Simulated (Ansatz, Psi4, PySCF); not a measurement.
arsenic trifluoride (AsF3), singlet, at a GFN2-xTB geometry. Base run: PBE/cc-pVDZ in PySCF.

Input for PySCF:
```python
from pyscf import gto, scf, dft

mol = gto.Mole()
mol.atom = '''
    F    -0.84302752   -1.17072944   -0.50769894
    As    0.01319427   -0.00551619    0.42391172
    F     1.41634737   -0.12051314   -0.56435604
    F    -0.62169883    1.31146860   -0.48228800
'''
mol.basis = 'cc-pvdz'
mol.verbose = 3
mol.build()

mf = dft.RKS(mol)
mf.xc = 'pbe'
mf.kernel()
```

The same geometry, method and basis name were run in Ansatz (a first-principles code) and Psi4 and PySCF, at each program's defaults and at the settings that a row names. The base is PySCF at its defaults. Differences at the defaults can come from grids, fitting, cores and function types together.

```csv
code and settings,ΔE vs base (mEh),basis functions,E (Eh),SCF cycles,dipole (D)
"PySCF, defaults (exact integrals, its default grid, spherical functions)",0.000,69,-2534.83591,9,2.53
"Psi4, defaults (density fitting with its default set, its default grid, spherical functions)",-0.177,69,-2534.83609,7,2.53
"Ansatz, defaults (factorised integrals, its default grid, spherical functions)",0.005,69,-2534.83591,-,-
"PySCF, density fitting with def2-universal-jkfit",-0.075,69,-2534.83599,9,2.53
"PySCF, fine grid",0.006,69,-2534.83591,8,2.53
"Psi4, exact integrals, spherical functions, fine grid",0.006,69,-2534.83591,10,2.53
"Ansatz, high accuracy",0.005,69,-2534.83591,-,-
```
